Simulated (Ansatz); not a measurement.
Stepwise reaction of `[NH2][Ge]([NH2])([NH2])[NH2]` with hydrogen fluoride, as a gas-phase model of exchange steps in deposition or etching. ΔE in kJ/mol; ΔG adds harmonic PBE0-D4 terms to CCSD(T)/CBS, at 1 bar.

Gas-phase electronic energies from Ansatz, PBE0-D4/def2-TZVP geometries. CCSD(T)/CBS is the MP2 limit (def2-TZVPP, def2-QZVPP) plus CCSD(T) − MP2 in def2-TZVPP, frozen cores. This one scheme is used for every species. Functionals use def2-TZVPP. B3LYP here is the variant with VWN-RPA as its local correlation; programs differ in this. For Ge outer-core shells are correlated without core-valence functions, which leaves a few kJ/mol of doubt a bond. Scalar relativity is left out up to krypton. One conformer a species, not always the lowest.

| step | reaction | PBE-D4 | B3LYP-D4 | ωB97M-V | CCSD(T)/CBS | ΔG(600 K) |
| --- | --- | --- | --- | --- | --- | --- |
| 1 | `[NH2][Ge]([NH2])([NH2])[NH2]` + H–F → `[NH2][Ge]([NH2])([NH2])[F]` + NH₃ | -70.2 | -73.6 | -72.6 | -63.5 | -64.5 |
| 2 | `[NH2][Ge]([NH2])([NH2])[F]` + H–F → `[NH2][Ge]([NH2])([F])[F]` + NH₃ | -59.0 | -62.1 | -61.6 | -53.0 | -47.6 |
| 3 | `[NH2][Ge]([NH2])([F])[F]` + H–F → `[NH2][Ge]([F])([F])[F]` + NH₃ | -34.8 | -36.9 | -36.7 | -29.2 | -37.1 |
| 4 | `[NH2][Ge]([F])([F])[F]` + H–F → `[F][Ge]([F])([F])[F]` + NH₃ | -24.1 | -25.3 | -25.3 | -18.0 | -0.4 |

Task: By hand: ΔE of the 4 steps together at CCSD(T)/CBS.

Result: (-63.5) + (-53.0) + (-29.2) + (-18.0) = -163.7 kJ/mol, or -40.9 kJ/mol a step.

In ΔE each step is higher than the one before. All are downhill at CCSD(T)/CBS. ΔG lies between -64.5 and -0.4 kJ/mol a step. PBE-D4 differs from CCSD(T)/CBS by -6.7 to -5.6 kJ/mol a step. Isolated molecules leave out the surface, adducts and barriers. Largest T1 diagnostic: 0.012.
